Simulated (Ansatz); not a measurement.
Isolated molecules relaxed with PBE0-D4/def2-TZVP in Ansatz; ΔE leaves out vibrations. CBS: MP2 limit from def2 TZ/QZ plus the TZ coupled-cluster correction, frozen cores. This one scheme is used for every species, atoms too. DFT in def2-TZVPP. No spin–orbit coupling; open shells (•) take unrestricted orbitals. Spin–orbit coupling would lower the free atoms: a little for B, C, O; clearly for Br. Bonds to Br are less sure, by a few kJ/mol each and by 10 to 20 or more in all where they break to atoms, as the def2 sets lack core-valence functions. Scalar relativity is left out up to krypton. One conformer a species, not always the lowest.

Reaction (atomization): `COB(O)Br` → B• + Br• + C• + 4 H• + 2 O•

| level | ΔE (kJ/mol) | difference from CCSD(T)/CBS |
| --- | --- | --- |
| LDA (SPW92) | 4201.1 | 573.6 |
| B97M-V | 3626.1 | -1.4 |
| PBE0-D4 | 3630.5 | 3.0 |
| r2SCAN0 | 3571.5 | -56.0 |
| BHLYP | 3467.9 | -159.6 |
| CCSD(T)/def2-SVP | 3450.1 | -177.4 |
| MP2/def2-TZVPP | 3639.0 | 11.5 |
| CCSD(T)/def2-TZVPP | 3530.3 | -97.2 |
| MP2/def2-QZVPP | 3696.0 | 68.5 |
| MP2/CBS(def2) | 3736.2 | 108.7 |
| CCSD(T)/CBS | 3627.5 | 0 |

Largest T1 diagnostic among the species: 0.014.

The D4 term adds +28.6 kJ/mol with B3LYP and +14.8 kJ/mol with PBE0; it sums over pairs of atoms, weighted by their polarisabilities, and B3LYP, whose exchange is more repulsive, gets the larger term. From r2SCAN to r2SCAN0 (25 % exact exchange), in def2-TZVPP and without D4, ΔE moves by −73.6 kJ/mol: exact exchange takes away binding that semilocal exchange gives to molecules. In def2-TZVPP, CCSD(T) changes the Hartree–Fock value by +889.8 kJ/mol (the triples alone add +59.7 kJ/mol) and MP2 by +998.5 kJ/mol; breaking electron pairs costs correlation energy, which Hartree–Fock lacks.

B3LYP here is the variant with VWN-RPA as its local correlation; programs differ in this.

For atomizations the MP2-based limit and the directly extrapolated one differ by several kJ/mol either way, and by 10 to 25 for some Ge, Se and Sn compounds, so smaller differences from it don't rank the levels.
